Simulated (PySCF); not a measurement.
Cl₂F₂Ge. Atoms are numbered in the order given.

```xyz
5

F      0.0000    -1.3720     1.2880
Ge     0.0000     0.0000     0.2527
F      0.0000     1.3720     1.2880
Cl    -1.7696     0.0000    -0.9197
Cl     1.7696     0.0000    -0.9197
```

The structure is a stationary point at B3LYP-D3(BJ)/def2-SVP.

All values below come from PySCF with CAM-B3LYP/def2-TZVP.

Symmetry labels are those of the subgroup C2v that the program uses (full group C2v).

Computed valence orbital energies around the gap with their symmetry:
```json
[
 {"orbital": "HOMO−7", "symmetry": "A2", "energy (eV)": "-14.16"},
 {"orbital": "HOMO−6", "symmetry": "A1", "energy (eV)": "-13.92"},
 {"orbital": "HOMO−5", "symmetry": "B2", "energy (eV)": "-13.89"},
 {"orbital": "HOMO−4", "symmetry": "B1", "energy (eV)": "-12.96"},
 {"orbital": "HOMO−3", "symmetry": "A1", "energy (eV)": "-12.10"},
 {"orbital": "HOMO−2", "symmetry": "B2", "energy (eV)": "-11.98"},
 {"orbital": "HOMO−1", "symmetry": "A2", "energy (eV)": "-11.70"},
 {"orbital": "HOMO", "symmetry": "B1", "energy (eV)": "-11.52"},
 {"orbital": "LUMO", "symmetry": "A1", "energy (eV)": "-1.18"},
 {"orbital": "LUMO+1", "symmetry": "B2", "energy (eV)": "1.48"},
 {"orbital": "LUMO+2", "symmetry": "A1", "energy (eV)": "1.85"},
 {"orbital": "LUMO+3", "symmetry": "B1", "energy (eV)": "2.34"}
]
```
